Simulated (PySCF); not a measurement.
SMILES [N]([GaH][NH2])(C)C (C2H9GaN2), PBE0/def2-SVP optimised geometry.

```
14

Ga     0.18    -1.09     0.00
H     -0.65    -2.41    -0.01
N      1.99    -1.09     0.00
H      2.54    -1.94     0.02
H      2.58    -0.27     0.03
N     -0.68     0.53     0.00
C      0.00     1.79     0.00
C     -2.11     0.64     0.00
H     -0.26     2.41    -0.88
H     -0.26     2.40     0.90
H      1.09     1.66     0.00
H     -2.49     1.18     0.89
H     -2.48     1.19    -0.89
H     -2.58    -0.36    -0.01
```

Density from PBE0/def2-TZVP in PySCF at that geometry.

Minimum of the electron density along straight lines between bonded atoms, close to the bond critical point (lines longer than 1.1 times the sum of covalent radii, or with two minima, are not listed):

```json
[
 {"bond": "Ga1–H2", "length / Å": "1.556", "ρ at the minimum / e bohr⁻³": "[?]", "∇²ρ there / e bohr⁻⁵": "0.14", "position (fraction from the first atom)": "0.60"},
 {"bond": "Ga1–N3", "length / Å": "1.814", "ρ at the minimum / e bohr⁻³": "0.135", "∇²ρ there / e bohr⁻⁵": "0.59", "position (fraction from the first atom)": "0.48"},
 {"bond": "N3–H4", "length / Å": "1.012", "ρ at the minimum / e bohr⁻³": "0.334", "∇²ρ there / e bohr⁻⁵": "-1.63", "position (fraction from the first atom)": "0.74"},
 {"bond": "N3–H5", "length / Å": "1.012", "ρ at the minimum / e bohr⁻³": "0.334", "∇²ρ there / e bohr⁻⁵": "-1.61", "position (fraction from the first atom)": "0.74"},
 {"bond": "Ga1–N6", "length / Å": "1.829", "ρ at the minimum / e bohr⁻³": "0.133", "∇²ρ there / e bohr⁻⁵": "0.56", "position (fraction from the first atom)": "0.48"},
 {"bond": "N6–C7", "length / Å": "1.436", "ρ at the minimum / e bohr⁻³": "0.280", "∇²ρ there / e bohr⁻⁵": "-0.76", "position (fraction from the first atom)": "0.60"},
 {"bond": "N6–C8", "length / Å": "1.437", "ρ at the minimum / e bohr⁻³": "0.279", "∇²ρ there / e bohr⁻⁵": "-0.76", "position (fraction from the first atom)": "0.60"},
 {"bond": "C7–H9", "length / Å": "1.110", "ρ at the minimum / e bohr⁻³": "0.270", "∇²ρ there / e bohr⁻⁵": "-0.90", "position (fraction from the first atom)": "0.64"},
 {"bond": "C7–H10", "length / Å": "1.110", "ρ at the minimum / e bohr⁻³": "0.270", "∇²ρ there / e bohr⁻⁵": "-0.90", "position (fraction from the first atom)": "0.64"},
 {"bond": "C7–H11", "length / Å": "1.101", "ρ at the minimum / e bohr⁻³": "0.275", "∇²ρ there / e bohr⁻⁵": "-0.94", "position (fraction from the first atom)": "0.64"},
 {"bond": "C8–H12", "length / Å": "1.110", "ρ at the minimum / e bohr⁻³": "0.270", "∇²ρ there / e bohr⁻⁵": "-0.90", "position (fraction from the first atom)": "0.64"},
 {"bond": "C8–H13", "length / Å": "1.110", "ρ at the minimum / e bohr⁻³": "0.270", "∇²ρ there / e bohr⁻⁵": "-0.90", "position (fraction from the first atom)": "0.64"},
 {"bond": "C8–H14", "length / Å": "1.101", "ρ at the minimum / e bohr⁻³": "0.275", "∇²ρ there / e bohr⁻⁵": "-0.94", "position (fraction from the first atom)": "0.64"}
]
```

### Question
What belongs in the gaps?

### Answer

- Ga1–H2, ρ at the minimum / e bohr⁻³: 0.117
